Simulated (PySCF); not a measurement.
# Computed records: AlH2O2

Computed with PySCF 2.14.0. Calculation on a computer-drawn molecule: the log of a Hartree-Fock and frozen-core CCSD(T) single point meant for a local Hartree-Fock minimum, with one planted fault or none, to be diagnosed. Offsets are logged minus clean, where the clean run is the same molecule without the fault. The reference is restricted for singlets and unrestricted otherwise, and also for a bond in bohr or an excited solution. Adding or removing an electron swaps singlet and doublet. The excited solution moves the top pair (singlet) or top alpha electron (doublet) to the lowest empty orbital. Highest occupied and lowest empty are orbital energies over both spins, largest force is the largest gradient component, triples share is (T) over the correlation energy, the T1 limit is 0.02 restricted and 0.045 unrestricted, electrons count all cores, a negative frequency is imaginary (commonest isotopes), and the dipole is about the centre of nuclear charge.

AlH2O2

Logged structure:
```xyz
5
AlH2O2
O      2.1375    -0.7766     0.4047
Al     1.6425     0.6098    -0.1816
O      0.7071     3.2295    -1.2901
H      2.4312    -1.6027     0.7536
H      0.4125     4.0552    -1.6393
```

* meant charge: 1
* meant multiplicity: 1
* meant basis: cc-pV(D+d)Z
* logged electrons: 30
* logged basis functions: 61
* logged SCF converged: yes
* logged spin squared: 1.0071
* logged highest occupied: -16.748 eV
* logged lowest empty: -6.3674 eV
* logged largest force: 0.018897 hartree/bohr
* logged T1 diagnostic: 0.015608
* logged D1 diagnostic: 0.040197
* logged triples share: 0.017508
* logged CC converged: yes
* logged dipole magnitude: 0.45086 debye
* logged SCF stable within its kind: yes
* logged energy HF: -392.53656 hartree
* logged energy CCSD(T): -392.92615 hartree
* possible faults: no fault, one electron removed, one electron added, multiplicity raised by two, geometry at a saddle point, SCF held on an excited solution, minimal basis STO-3G, one bond length entered in bohr, all coordinates scaled
* planted fault: one bond length entered in bohr, row 2 of the drawn bonds
* HF energy offset from clean run: 68.98 kcal/mol
* CCSD(T) energy offset from clean run: 97.2 kcal/mol

Drawn bonds:
```csv
atom,other atom,order
1,2,1
2,3,1
1,4,1
3,5,1
```
